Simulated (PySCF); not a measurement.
C₄H₉Cl₃Si, SMILES Cl[Si](Cl)(CC(C)C)Cl, GFN2-xTB optimised geometry.

```
17

C     -0.52     0.60    -3.34
C     -0.52    -0.82    -2.79
C     -1.10    -1.78    -3.83
C     -1.32    -0.92    -1.49
Si    -0.65     0.06     0.00
Cl    -1.29    -0.82     1.71
Cl     1.38     0.06     0.00
Cl    -1.30     1.98     0.00
H     -1.54     0.95    -3.49
H     -0.02     1.28    -2.65
H      0.00     0.64    -4.29
H      0.52    -1.12    -2.59
H     -1.09    -2.80    -3.46
H     -2.13    -1.51    -4.06
H     -0.53    -1.74    -4.75
H     -1.38    -1.98    -1.21
H     -2.35    -0.61    -1.69
```

Density from CAM-B3LYP/def2-SVP run with PySCF at that geometry.

Minimum of the electron density along straight lines between bonded atoms, close to the bond critical point (lines longer than 1.1 times the sum of covalent radii, or with two minima, are not listed):

| bond | length / Å | ρ at the minimum / e bohr⁻³ | ∇²ρ there / e bohr⁻⁵ | position (fraction from the first atom) |
|---|---|---|---|---|
| C1–C2 | 1.525 | 0.248 | -0.58 | 0.50 |
| C2–C3 | 1.527 | 0.246 | -0.57 | 0.50 |
| C2–C4 | 1.537 | 0.239 | -0.54 | 0.49 |
| C4–Si5 | 1.908 | 0.118 | 0.25 | 0.62 |
| Si5–Cl6 | 2.029 | 0.098 | 0.30 | 0.37 |
| Si5–Cl7 | 2.024 | 0.099 | 0.31 | 0.37 |
| Si5–Cl8 | 2.025 | 0.099 | 0.31 | 0.37 |
| C1–H9 | 1.088 | 0.276 | -1.02 | 0.63 |
| C1–H10 | 1.087 | 0.278 | -1.03 | 0.63 |
| C1–H11 | 1.087 | 0.277 | -1.02 | 0.63 |
| C2–H12 | 1.095 | 0.278 | -1.02 | 0.63 |
| C3–H13 | 1.088 | 0.277 | -1.02 | 0.63 |
| C3–H14 | 1.088 | 0.276 | -1.02 | 0.63 |
| C3–H15 | 1.087 | 0.277 | -1.03 | 0.63 |
| C4–H16 | 1.093 | 0.272 | -0.98 | 0.63 |
| C4–H17 | 1.093 | 0.272 | -0.98 | 0.63 |
